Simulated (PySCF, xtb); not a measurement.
Si(H)2(F)(OEt) (C2H7FOSi), SMILES CCO[SiH2]F. Other conformers were not sampled.

Harmonic wavenumbers (cm⁻¹) from GFN2-xTB (xtb) at its own minimum, in rising order: 28, 77, 153, 211, 264, 374, 558, 601, 736, 755, 772, 828, 833, 1016, 1097, 1141, 1172, 1264, 1344, 1400, 1475, 1483, 1493, 2326, 2432, 2899, 2923, 3046, 3047, 3051.

Q: What does B3LYP-D3(BJ)/def2-SVP (PySCF) give at its own minimum? (An estimate is asked for; the answer gives what the named calculation found.)

A: 31, 74, 175, 269, 292, 411, 696, 755, 772, 815, 869, 950, 974, 996, 1114, 1154, 1177, 1307, 1383, 1423, 1454, 1475, 1500, 2245, 2298, 2991, 3037, 3045, 3125, 3129. Paired by order, the mean absolute difference is 56 cm⁻¹ and the zero-point energies are 55.5 and 57.1 kcal/mol.
